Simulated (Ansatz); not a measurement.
Ge25SbH34, a doped nanocrystal cut from the lattice of germanium (Sb on an inner site), relaxed as a doublet with UKS r2SCAN-D4/def2-SVP in Ansatz, starting from a model built from a lattice or polyhedron. Force threshold 0.03 eV/Å.

In the def2 sets Sb takes a core potential; there is no spin–orbit coupling. Single mean-field runs in def2-SVP are fitted with def2-universal-jkfit. The relaxation made no stability test and no search for a lower SCF solution.

Start:

Cartesian coordinates in Å:
```
Ge 3.693 -2.461 0.465
Ge 3.813 1.487 0.970
Ge -0.509 2.329 -4.370
Ge 1.717 3.899 -1.420
Ge 1.609 -0.063 -1.964
Ge -1.728 -2.089 -1.069
Ge 0.500 -0.540 1.856
Ge -1.631 1.854 -0.549
Ge 0.412 -4.522 1.315
Ge -2.839 -2.575 2.739
Ge 0.623 3.455 2.412
Ge -2.735 1.408 3.292
Ge 2.927 -2.143 -1.827
Ge 0.818 0.272 -4.242
Ge -0.413 -4.171 -0.949
Ge 3.021 1.837 -1.310
Ge 1.778 -2.603 1.992
Ge 1.905 1.358 2.492
Ge 0.926 4.226 -3.697
Ge -2.395 2.196 -2.839
Ge -0.194 3.771 0.087
Sb -0.309 -0.211 -0.445
Ge -3.646 -2.220 0.437
Ge -1.436 -0.670 3.383
Ge -3.532 1.713 0.964
Ge -1.529 -4.616 2.863
H 4.517 -3.758 0.544
H 4.613 -1.273 0.860
H 4.693 2.694 1.387
H 4.623 0.212 1.063
H -1.006 2.550 -5.778
H 2.592 5.102 -1.055
H -2.222 -1.880 -2.508
H 1.189 -5.791 1.430
H -4.036 -2.673 3.695
H 1.507 4.627 2.782
H -0.576 3.367 3.347
H -1.840 2.561 3.676
H -3.903 1.316 4.205
H 4.101 -2.050 -2.760
H 2.049 -3.267 -2.228
H 1.950 0.374 -5.200
H -0.083 -0.910 -4.667
H 0.764 -4.092 -1.896
H -1.309 -5.346 -1.358
H 4.217 1.923 -2.269
H 2.313 -2.796 3.402
H 2.407 1.171 3.947
H 2.108 4.326 -4.660
H 0.108 5.533 -3.802
H -3.211 3.499 -2.913
H -3.291 0.992 -3.235
H -0.991 5.059 -0.013
H -4.459 -0.952 0.370
H -4.523 -3.429 0.049
H -0.951 -0.873 4.811
H -4.398 0.544 0.567
H -4.329 3.008 0.902
H -2.421 -5.823 2.437
H -1.048 -4.870 4.281
```

(1) Estimate the energy that the relaxation releases and the steps that it takes.

(2) Does the start keep its bonding?

(3) Predict the relaxed structure.

## Answers

(1) 3.17 eV, in 20 steps; 2.8 min on 11 threads of AMD EPYC 7R13 on a shared host and a whole NVIDIA H100 80GB HBM3. No frequencies were taken in this run, so the end may be a saddle point.

(2) By distances, no bond broke or formed. The bond that changes most is Ge6–Sb22, from 2.44 to 2.86 Å (atoms count from 1).

(3) 
```xyz
60

Ge    3.347   -2.784    0.025
Ge    3.715    1.499    0.977
Ge   -0.431    2.836   -4.364
Ge    1.887    4.045   -1.387
Ge    1.497    0.096   -2.139
Ge   -1.412   -2.998   -1.031
Ge    0.328   -0.508    1.695
Ge   -1.573    2.372   -0.563
Ge    0.516   -4.628    1.910
Ge   -2.850   -2.732    2.688
Ge    0.734    3.544    2.414
Ge   -3.092    1.246    3.079
Ge    2.625   -2.057   -2.179
Ge    0.717    0.691   -4.373
Ge   -0.208   -5.022   -0.373
Ge    2.963    1.859   -1.306
Ge    1.729   -2.515    1.839
Ge    1.758    1.340    2.408
Ge    1.132    4.549   -3.642
Ge   -2.328    2.800   -2.842
Ge    0.009    4.080    0.162
Sb   -0.706   -0.247   -0.723
Ge   -3.434   -2.910    0.332
Ge   -1.612   -0.690    3.172
Ge   -3.534    2.145    0.864
Ge   -1.420   -4.572    3.372
H     3.684   -4.289   -0.053
H     4.653   -2.044    0.363
H     4.555    2.722    1.402
H     4.604    0.248    1.095
H    -0.915    3.151   -5.799
H     2.933    5.093   -0.938
H    -1.852   -3.079   -2.515
H     1.515   -5.715    2.371
H    -4.136   -2.723    3.547
H     1.795    4.559    2.892
H    -0.457    3.607    3.389
H    -2.521    2.362    3.974
H    -4.442    0.813    3.695
H     3.861   -1.959   -3.099
H     1.659   -3.089   -2.795
H     1.931    0.760   -5.327
H    -0.224   -0.423   -4.883
H     1.012   -5.269   -1.281
H    -1.121   -6.265   -0.453
H     4.182    1.881   -2.262
H     2.540   -2.352    3.151
H     2.205    0.983    3.847
H     2.342    4.599   -4.597
H     0.450    5.932   -3.663
H    -3.077    4.148   -2.928
H    -3.310    1.685   -3.258
H    -0.653    5.480    0.130
H    -4.283   -1.682   -0.062
H    -4.311   -4.166    0.142
H    -1.078   -0.797    4.624
H    -4.500    1.182    0.142
H    -4.258    3.499    1.019
H    -2.164   -5.920    3.283
H    -0.978   -4.367    4.836
```
Bond lengths: 31 × Ge–Ge 2.43 to 2.45 Å; 4 × Ge–Sb 2.64 to 2.86 Å; 34 × Ge–H 1.54 to 1.55 Å.
